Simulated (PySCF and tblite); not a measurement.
Results of a calculation; reference values are marked as such.
Conformers and averaged properties: C6H11FO, numbered as in [F:1][C@@H:2]1[CH2:3][CH2:4][CH2:5][CH2:6][CH2:7][O:8]1

Geometries GFN2-xTB; weights from B3LYP-D3(BJ)/pcSseg-1 (IEF-PCM, methanol) energies and GFN2-xTB thermal corrections, with symmetry numbers and mirror pairs. Conformers within 3 kcal/mol (GFN2-xTB free energy) were kept, 10 at most. GIAO shieldings: B3LYP/pcSseg-1 (IEF-PCM, methanol). Shifts are against TMS (¹H), TMS (¹³C) at the same level; of two unlike H on one atom, a is the less shielded. (PySCF 2.14, tblite 0.8.)

The 7-ring runs over atoms 2–3–4–5–6–7–8.

| conformer | shape | symmetry | E(GFN2) kcal/mol | E(DFT) kcal/mol | G(298.15 K) kcal/mol | weight % | dipole D |
| --- | --- | --- | --- | --- | --- | --- | --- |
| 1 | 7-ring puckered (ring torsions 84, -72, 55, -74, 94, -45, -36°) | C1 | 0.00 | 0.00 | 0.00 | 93.7 | 2.95 |
| 2 | 7-ring puckered (ring torsions -71, 56, -72, 87, -41, -35, 84°) | C1 | 1.43 | 1.67 | 1.80 | 4.5 | 2.94 |
| 3 | 7-ring puckered (ring torsions -84, 40, 36, -90, 76, -54, 68°) | C1 | 1.65 | 2.42 | 2.55 | 1.3 | 2.60 |
| 4 | 7-ring puckered (ring torsions -68, 86, -36, -44, 93, -69, 47°) | C1 | 2.78 | 3.38 | 3.42 | 0.3 | 2.25 |
| 5 | 7-ring puckered (ring torsions -54, 73, -86, 40, 39, -87, 71°) | C1 | 3.05 | 3.79 | 3.55 | 0.2 | 1.72 |

Weights (%) against temperature:

```csv
T (K),1,2,3,4,5,S(mix) cal/mol/K
250,96.7,2.6,0.6,0.1,0.1,0.34
273.15,95.4,3.5,0.9,0.2,0.1,0.44
298.15,93.7,4.5,1.3,0.3,0.2,0.57
323.15,91.9,5.5,1.7,0.5,0.4,0.70
373.15,87.9,7.6,2.9,0.9,0.8,0.97
```

Averaged shifts at 298.15 K. ¹H: 6.01 (H2, 1H), 4.15 (H7a, 1H), 4.04 (H7b, 1H), 2.42 (H3a, 1H), 2.01 (H5a, 1H), 1.93 (H3b, 1H), 1.76 (H4a, 1H), 1.76 (H6a, 1H), 1.65 (H6b, 1H), 1.46 (H5b, 1H), 1.39 (H4b, 1H) ppm. ¹³C: 120.3 (C2), 69.8 (C7), 41.5 (C3), 37.2 (C6), 37.1 (C5), 27.4 (C4) ppm.

Coordinates of conformer 1 (Å):

```xyz
19

F    -1.861    2.113    0.055
C    -1.210    1.123   -0.690
C    -1.509   -0.215   -0.005
C    -0.501   -1.308   -0.361
C     0.752   -1.262    0.515
C     1.669   -0.083    0.196
C     0.967    1.273    0.265
O     0.101    1.468   -0.850
H    -1.655    1.177   -1.693
H    -2.516   -0.515   -0.299
H    -1.518   -0.057    1.075
H    -0.983   -2.278   -0.224
H    -0.220   -1.219   -1.412
H     1.317   -2.186    0.374
H     0.452   -1.217    1.565
H     2.072   -0.196   -0.812
H     2.505   -0.077    0.898
H     0.420    1.394    1.206
H     1.708    2.073    0.191
```

Coordinates of conformer 2 (Å):

```xyz
19

F     1.353    0.528   -1.715
C     1.518    0.718   -0.339
C     1.337   -0.633    0.361
C     0.188   -1.474   -0.198
C    -1.196   -0.924    0.132
C    -1.397    0.515   -0.342
C    -0.605    1.524    0.486
O     0.736    1.764    0.069
H     2.555    1.073   -0.239
H     1.199   -0.443    1.427
H     2.267   -1.190    0.234
H     0.302   -1.542   -1.281
H     0.274   -2.484    0.210
H    -1.362   -0.970    1.212
H    -1.944   -1.562   -0.343
H    -2.454    0.770   -0.254
H    -1.115    0.609   -1.391
H    -1.065    2.513    0.421
H    -0.602    1.217    1.542
```

Shifts are unscaled: against experiment ¹³C can be off by 15 ppm or more and ¹H by 0.8 ppm.

Search and properties took 4.2 min on 1 thread of Arm Neoverse N1, on a host shared with other jobs (rough), launched as `OMP_NUM_THREADS=1 python ens_run.py task.json out`.


Conformer gaps in pcSseg-1 on xTB geometries can be 2 kcal/mol off for S=O, P=O and other polar bonds.